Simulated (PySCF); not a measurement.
SnH3F and dinitrogen

Made of SnH3F and dinitrogen. The whole: neutral, singlet.

```json
{"part": "1", "name": "SnH3F", "SMILES": "[F][SnH3]", "atoms": "1–5", "charge": "0", "multiplicity": "1"}
{"part": "2", "name": "dinitrogen", "SMILES": "N#N", "atoms": "6–7", "charge": "0", "multiplicity": "1"}
```

Z-matrix (Å and degrees, atoms numbered from 1):
```
Sn
F   1 1.9642
H   1 1.7064  2 103.73
H   1 1.7044  3 113.89  2 -113.18
H   1 1.7045  4 114.32  3 133.23
N   2 3.0466  1 85.79  4 -61.79
N   6 1.0975  2 110.43  1 -177.31
```

In these coordinates Sn1···N6 is 3.502 Å. Part 2 is then moved rigidly along that line, all else held; at short range other atoms may come into contact.

The starting structure comes from a short search with a few starts; no frequency run checks that it is a minimum, and another way of binding may lie lower.

Level of theory: PBE0-D3(BJ)/def2-TZVP interaction energy, counterpoise and uncorrected, gas phase, in PySCF. The geometry comes from PBE0-D3(BJ)/def2-SVPD.

Energies in kcal/mol, cluster less frozen parts; CP is counterpoise-corrected. Electrostatic, Pauli, orbital and dispersion terms sum to the uncorrected value; Pauli holds the exchange-correlation of the frozen density too, and orbital the superposition error (at most 0.27 kcal/mol here).

Results

```tsv
Sn1···N6 (Å)	CP	uncorrected	electrostatic	Pauli	orbital	dispersion
2.802	3.19	2.92	-9.09	17.71	-4.52	-1.19
2.977	0.72	0.47	-5.55	9.80	-2.67	-1.11
3.152	-0.57	-0.80	-3.45	5.29	-1.62	-1.02
3.327	-1.17	-1.37	-2.20	2.77	-1.02	-0.93
3.502	-1.37	-1.55	-1.45	1.39	-0.67	-0.83
3.677	-1.37	-1.53	-0.99	0.66	-0.47	-0.73
3.852	-1.26	-1.41	-0.71	0.28	-0.34	-0.64
4.377	-0.81	-0.90	-0.32	-0.04	-0.16	-0.39
5.253	-0.31	-0.34	-0.12	-0.02	-0.04	-0.16
7.004	-0.06	-0.06	-0.03	0.00	0.00	-0.03
10.506	-0.01	-0.01	0.00	0.00	0.00	0.00
```

Atoms past Kr carry effective core potentials.

The 11 runs took 2.4 min in all, one thread each of Arm Neoverse N1 on a shared host, launched as `OMP_NUM_THREADS=1 python cluster_run.py task.json out`.
